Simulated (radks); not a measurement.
Results of a calculation; reference values are marked as such.
Problem. All-electron atom: Tl XXXI in [Kr] 4d10 4f5. Level of theory: Dirac Kohn-Sham, exchange-only PBE, spin-unpolarised, spherical densities, finite nucleus; open shells fill j = l - 1/2 first; Fermi nuclear charge, rms radius 5.4759 fm (a radial shooting solver on a logarithmic mesh with Libxc functionals). Some entries of the table are withheld. Estimate them.

| orbital | occ. | eigenvalue (hartree) | <1/r> (bohr^-1) | <r^2> (bohr^2) |
|---|---|---|---|---|
| 1s1/2 | 2 | -3177.989 | 99.36 | 0.0003691 |
| 2s1/2 | 2 | -596.9200 | 24.52 | 0.005551 |
| 2p1/2 | 2 | -574.7131 | (1) | 0.003912 |
| 2p3/2 | 4 | -498.8157 | (2) | 0.005096 |
| 3s1/2 | 2 | -171.4747 | 9.023 | 0.03579 |
| 3p1/2 | 2 | (3) | 8.936 | (4) |
| 3p3/2 | 4 | (5) | 7.687 | (6) |
| 3d3/2 | 4 | -127.9452 | 7.578 | 0.02960 |
| 3d5/2 | 6 | -124.3195 | 7.298 | 0.03128 |
| 4s1/2 | 2 | -65.16139 | 4.006 | 0.1597 |
| 4p1/2 | 2 | (7) | 3.915 | 0.1597 |
| 4p3/2 | 4 | (8) | 3.495 | 0.1841 |
| 4d3/2 | 4 | -49.04246 | 3.345 | 0.1819 |
| 4d5/2 | 6 | -48.11232 | 3.252 | 0.1892 |
| 4f5/2 | 5 | -39.15840 | 3.029 | 0.1711 |
| 4f7/2 | 0 | -38.91347 | 2.996 | 0.1741 |

Solution. 
(1) 2p1/2 <1/r> (bohr^-1): 24.49
(2) 2p3/2 <1/r> (bohr^-1): 19.69
(3) 3p1/2 eigenvalue (hartree): -161.4631
(4) 3p1/2 <r^2> (bohr^2): 0.03253
(5) 3p3/2 eigenvalue (hartree): -144.4847
(6) 3p3/2 <r^2> (bohr^2): 0.03876
(7) 4p1/2 eigenvalue (hartree): -60.80241
(8) 4p3/2 eigenvalue (hartree): -56.15719
